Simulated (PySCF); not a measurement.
Potential energy of PI along the bond

Set-up: basis P def2-SVPD, I def2-SVPD with ECP28; scalar-relativistic core potentials; PySCF 2.14. Energies in eV from P + I in their ground configurations at the same level. All curves are PBE0. state 1: ³Σ⁻ (triplet), unpaired electrons π ↑↑; state 2: Ms = 0 determinant of mixed spin (⟨S²⟩ near 1.0), unpaired electrons π ↑↓, a mixture of terms (⟨Lz²⟩ = 2.0), a second solution, started from another occupation; state 3: singlet, one real π or δ orbital doubly filled, a mixture of terms (⟨Lz²⟩ = 2.0), a second solution, started from another occupation; state 4: quintet, unpaired electrons σ ↑, π ↑↑↑, a second solution, started from another occupation.

| R (Å) | state 1 | state 2 | state 3 | state 4 |
| --- | --- | --- | --- | --- |
| 2.067 | -1.382 | -1.108 | -0.221 | 5.7348 |
| 2.163 | -2.019 | -1.736 | -0.815 | 4.3622 |
| 2.259 | -2.357 | -2.064 | -1.109 | 3.3081 |
| 2.331 | -2.471 | -2.171 | -1.191 | 2.6804 |
| 2.403 | -2.499 | -2.191 | -1.187 | 2.1650 |
| 2.475 | -2.462 | -2.147 | -1.120 | 1.7422 |
| 2.571 | -2.342 | -2.018 | -0.961 | 1.2953 |
| 2.691 | -2.121 | -1.783 | -0.693 | 0.8818 |
| 2.836 | -1.801 | -1.446 | -0.319 | 0.5412 |
| 3.028 | -1.357 | -0.968 | 0.201 | 0.2622 |

**Question.** Put a parabola through the three lowest points of the state 1 curve and estimate Re, k and ωe (reduced mass 24.9 u; 1 eV/Å² = 0.16022 mdyn/Å; ωe = 1302.8·√(k/μ) cm⁻¹).

**Answer.** Through R = 2.331, 2.403, 2.475 Å the second-order coefficient is 6.27 eV/Å², so Re ≈ 2.398 Å, k ≈ 2.01 mdyn/Å and ωe ≈ 370 cm⁻¹. A polynomial fit of higher order to the unrounded PBE0 energies gives Re = 2.394 Å, k = 2.04 mdyn/Å, ωe = 373 cm⁻¹; anharmonicity and rounding make the difference.

The higher-order fit for each curve: state 1: Re = 2.394 Å, ωe = 373 cm⁻¹, De = 2.50 eV; state 2: Re = 2.386 Å, ωe = 379 cm⁻¹, minimum 2.19 eV below the ground-state fragments; state 3: Re = 2.362 Å, ωe = 397 cm⁻¹, minimum 1.20 eV below the ground-state fragments. State 4 gave no clean fit.

Spin–orbit coupling is left out, which matters for elements this heavy, above all for dissociation energies. The state is the lowest determinant that a PBE0 search found; another state may lie lower at other levels.
